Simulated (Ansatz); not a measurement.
Species: CdCl$_{2}$, net charge 1, doublet state. The spin state was set by rule; other spins were not relaxed. 
Coordinates optimised at B3LYP-D3(BJ)/def2-TZVP (Ansatz, an electronic-structure program):
```
Cd
Cl 1 2.3167
Cl 1 2.3167 2 180.00
```
Charge +1, spin multiplicity 2.

Basis-set convergence of Hartree-Fock and CCSD(T) correlation energies (hartree) with Ansatz. Cores are frozen in the correlated levels unless marked. UHF or UKS for open shells. Spin-orbit coupling is left out. The frozen core is the preceding noble-gas configuration, with the filled d and f shells of earlier blocks. Past Kr the def2 sets carry scalar-relativistic core potentials.

| basis | functions | E(HF) | E(corr, CCSD(T)) |
|---|---|---|---|
| def2-SVP | 67 | -1085.26715 | -0.53799 |
| def2-TZVPP | 140 | ___ | ___ |

Problem. Some entries are withheld; supply them.

Solution. 
- def2-TZVPP, E(HF): -1085.62116
- def2-TZVPP, E(corr, CCSD(T)): -0.80279
